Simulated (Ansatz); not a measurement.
System: C2H7Ge (charge 0, doublet). It need not be the lowest isomer of its formula. 
Coordinates optimised at B3LYP-D3(BJ)/def2-TZVP (Ansatz, a program for electronic structure):
```xyz
10

C     -1.6453    -0.6967     0.0449
Ge    -0.0281     0.3527    -0.0701
C      1.5683    -0.7654     0.2346
H     -2.1019    -1.1519    -0.8256
H     -2.1379    -0.8947     0.9894
H      0.0609     0.9941    -1.4705
H     -0.0696     1.4692     0.9948
H      1.5209    -1.2224     1.2225
H      2.4693    -0.1553     0.1701
H      1.6208    -1.5541    -0.5152
```
Charge 0, spin multiplicity 2.

Computed values are from Ansatz. Valence correlation only, unless marked. UHF or UKS for open shells. No spin-orbit coupling. The frozen core is the preceding noble-gas configuration, with the filled d and f shells of earlier blocks. No relativistic terms. CBS marks a two-point X^-3 extrapolation of the correlation energy; Hartree-Fock from the larger set.

| Property | Result |
|---|---|
| atomisation energy De | 3295.9 kJ/mol at CCSD(T)/CBS(aug-cc-pVTZ,aug-cc-pVQZ) |
| total energy | -2155.7684 Eh at CCSD(T)/CBS(aug-cc-pVTZ,aug-cc-pVQZ) |
| dipole moment | 0.60 D at CCSD(T)/aug-cc-pVDZ |
| T1 diagnostic | 0.011 at CCSD/aug-cc-pVQZ |
